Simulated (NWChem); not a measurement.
System: C₄H₄OSi; SMILES C#C[Si@@H]1C=CO1

Input file for NWChem:

```
start job
memory heap 200 mb stack 900 mb global 1100 mb
geometry units angstroms
  C      2.733702    -0.126458    -0.830803
  C      1.687704    -0.053390    -0.243651
  Si     0.085822     0.040483     0.663171
  C     -1.302811    -1.120445     0.123697
  C     -1.878943    -0.033687    -0.389983
  O     -1.043531     1.037577    -0.153265
  H      3.647682    -0.184886    -1.348977
  H      0.196498     0.455142     2.051027
  H     -1.644139    -2.135063     0.142741
  H     -2.798860     0.162766    -0.914349
end
basis spherical
  * library 6-31g*
end
dft
  xc b3lyp
  iterations 150
end
driver
  maxiter 120
end
task dft optimize
task dft freq
```

The level has its own optimisation; frequencies are unscaled. Brackets give each atom's bonded neighbours.

Task: Give the results of this calculation. (B3LYP/6-31G* (spherical d).) Quantities: r C–C [C(CH)–C(CSi)] (Å); r C–H [C(CH)–H(C)] (Å); r C–Si [C(CSi)–Si(CCCHO)] (Å); r C–Si [C(CHSi)–Si(CCCHO)] (Å); highest harmonic frequency (cm⁻¹); lowest (cm⁻¹); zero-point energy (kcal/mol); dipole (D).

Result: The r C–C [C(CH)–C(CSi)] (Å) comes out as 1.215. The r C–H [C(CH)–H(C)] (Å) is 1.068. The r C–Si [C(CSi)–Si(CCCHO)] (Å) comes out as 1.818 and the r C–Si [C(CHSi)–Si(CCCHO)] (Å) is 1.842. The highest harmonic frequency (cm⁻¹) comes out as 3480 and the lowest (cm⁻¹) comes out as 122. The zero-point energy (kcal/mol) is 40.3 and the dipole (D) comes out as 1.51.
